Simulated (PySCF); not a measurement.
Si(Br)2(Me)(NH2) (CH5Br2NSi), SMILES C[Si](N)(Br)Br. Atoms are numbered in the order given.

```xyz
10

C      1.4270    -1.7999     0.0000
Si    -0.0664    -0.6999     0.0000
N     -1.5773    -1.5104     0.0000
Br     0.0361     0.5747     1.8347
Br     0.0361     0.5747    -1.8347
H      1.4141    -2.4413    -0.8945
H      1.4141    -2.4413     0.8945
H      2.3519    -1.2056     0.0000
H     -2.1475    -1.4838    -0.8381
H     -2.1475    -1.4838     0.8381
```

Geometry optimised at PBE0-D3(BJ)/def2-SVP. A frequency run showed that this geometry is not a minimum. The structure was generated by enumeration, and PubChem lists no compound with its InChIKey, so it may never have been made. The values are those of a single conformer.

Calculation: SMD-M06-2X/def2-SVP run with PySCF.

Solvation free energies are E(SMD) − E(gas) at the gas-phase geometry, for 1 M in both phases. Bromine has the revised SMD18 radius of 2.60 Å. In vacuum the dipole moment is 2.23 D.

```
solvent   ΔG(solv) (kcal/mol)  its non-electrostatic (CDS) part  dipole (D)
--------  -------------------  --------------------------------  ----------
water                    -3.5                               1.9        2.91
toluene                   ___                               ___         ___
n-hexane                 -5.0                              -3.1        2.47
```

Question: Complete the blanks. (An estimate is asked for; the answer gives what the named calculation found.)

Answer: 
- toluene, ΔG(solv) (kcal/mol): -5.6
- toluene, its non-electrostatic (CDS) part: -3.1
- toluene, dipole (D): 2.54
